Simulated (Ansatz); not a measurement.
Geometry optimisation, RKS PBE-D4/6-31G (Ansatz 0.2.0).

Input:

```yaml
crystal:
  periodic: [false, false, false]
  atoms:
    - { symbol: "N", position_ang: [-0.4474, -2.0946, 1.4625] }
    - { symbol: C, position_ang: [0.0427, -0.8953, 1.3144] }
    - { symbol: C, position_ang: [-0.3397, 0.0016, 0.1409] }
    - { symbol: Si, position_ang: [0.6122, -0.5921, -1.4076] }
    - { symbol: B, position_ang: [0.1385, 1.4974, 0.4206] }
    - { symbol: O, position_ang: [0.82621, 1.81881, 1.69] }
    - { symbol: H, position_ang: [-1.1632, -2.4003, 0.779] }
    - { symbol: H, position_ang: [0.8137, -0.5542, 2.0482] }
    - { symbol: H, position_ang: [-1.4022, 0.0019, 0.0371] }
    - { symbol: H, position_ang: [0.1785, 0.2735, -2.5056] }
    - { symbol: H, position_ang: [0.0932, -1.9761, -1.6764] }
    - { symbol: H, position_ang: [2.0156, -0.574, -1.1974] }
    - { symbol: H, position_ang: [0.00151, 2.3545, -0.32139] }
    - { symbol: H, position_ang: [0.11723, 2.05649, 2.31206] }
basis:
  gaussian: { orbitals: "6-31G" }
hamiltonian:
  xc: pbe
  dispersion: d4
relax:
  f_tol: 0.015
  max_steps: 40
output:
  orbitals: {}
```

Run as:

```bash
$ ansatz run input.yaml --threads 1 --pin off --max-ram 2048MiB --backend cpu --events-out ev --progress --plain --runs-dir out
```

Question: Where does it end, and by what steps?

Answer: The forces met the threshold. Limits of this set-up: no polarisation functions. After 24 steps the energy has fallen by 1.253 eV; H14 moved furthest, 1.28 Å.

```json
{"step": "0", "energy less start (eV)": "0.0000", "largest force component (eV/Å)": "2.142", "accepted": "yes"}
{"step": "1", "energy less start (eV)": "-0.4474", "largest force component (eV/Å)": "1.725", "accepted": "yes"}
{"step": "2", "energy less start (eV)": "-0.5225", "largest force component (eV/Å)": "1.562", "accepted": "yes"}
{"step": "3", "energy less start (eV)": "-0.6447", "largest force component (eV/Å)": "1.557", "accepted": "yes"}
{"step": "4", "energy less start (eV)": "-0.7788", "largest force component (eV/Å)": "2.147", "accepted": "yes"}
{"step": "5", "energy less start (eV)": "-0.9488", "largest force component (eV/Å)": "2.374", "accepted": "yes"}
{"step": "6", "energy less start (eV)": "-1.1526", "largest force component (eV/Å)": "0.528", "accepted": "yes"}
{"step": "7", "energy less start (eV)": "-1.1514", "largest force component (eV/Å)": "0.704", "accepted": "no"}
{"step": "8", "energy less start (eV)": "-1.2074", "largest force component (eV/Å)": "0.297", "accepted": "yes"}
{"step": "9", "energy less start (eV)": "-1.2242", "largest force component (eV/Å)": "0.103", "accepted": "yes"}
{"step": "10", "energy less start (eV)": "-1.2330", "largest force component (eV/Å)": "0.203", "accepted": "yes"}
{"step": "11", "energy less start (eV)": "-1.2372", "largest force component (eV/Å)": "0.339", "accepted": "yes"}
{"step": "12", "energy less start (eV)": "-1.2432", "largest force component (eV/Å)": "0.272", "accepted": "yes"}
{"step": "13", "energy less start (eV)": "-1.2480", "largest force component (eV/Å)": "0.138", "accepted": "yes"}
{"step": "14", "energy less start (eV)": "-1.2501", "largest force component (eV/Å)": "0.056", "accepted": "yes"}
{"step": "15", "energy less start (eV)": "-1.2508", "largest force component (eV/Å)": "0.066", "accepted": "yes"}
{"step": "16", "energy less start (eV)": "-1.2513", "largest force component (eV/Å)": "0.041", "accepted": "yes"}
{"step": "17", "energy less start (eV)": "-1.2515", "largest force component (eV/Å)": "0.031", "accepted": "yes"}
{"step": "18", "energy less start (eV)": "-1.2517", "largest force component (eV/Å)": "0.016", "accepted": "yes"}
{"step": "19", "energy less start (eV)": "-1.2518", "largest force component (eV/Å)": "0.023", "accepted": "yes"}
{"step": "20", "energy less start (eV)": "-1.2520", "largest force component (eV/Å)": "0.043", "accepted": "yes"}
{"step": "21", "energy less start (eV)": "-1.2522", "largest force component (eV/Å)": "0.059", "accepted": "yes"}
{"step": "22", "energy less start (eV)": "-1.2523", "largest force component (eV/Å)": "0.042", "accepted": "yes"}
{"step": "23", "energy less start (eV)": "-1.2524", "largest force component (eV/Å)": "0.030", "accepted": "yes"}
{"step": "24", "energy less start (eV)": "-1.2526", "largest force component (eV/Å)": "0.014", "accepted": "yes"}
```

```xyz
14
Properties=species:S:1:pos:R:3
N -0.745 -1.945 1.826
C -0.056 -0.979 1.305
C -0.402 -0.062 0.164
Si 0.784 -0.465 -1.352
B -0.220 1.489 0.415
O 0.653 2.032 1.343
H -1.664 -2.078 1.349
H 0.935 -0.811 1.767
H -1.427 -0.259 -0.209
H 0.643 0.581 -2.435
H 0.437 -1.827 -1.910
H 2.213 -0.476 -0.853
H -0.821 2.301 -0.238
H 1.158 1.417 1.925
```

Whether the end is a true minimum wasn't checked by a vibrational analysis.

The run took 110 s on 1 thread of Arm Neoverse V2, on a shared host, peak memory 0.21 GiB.
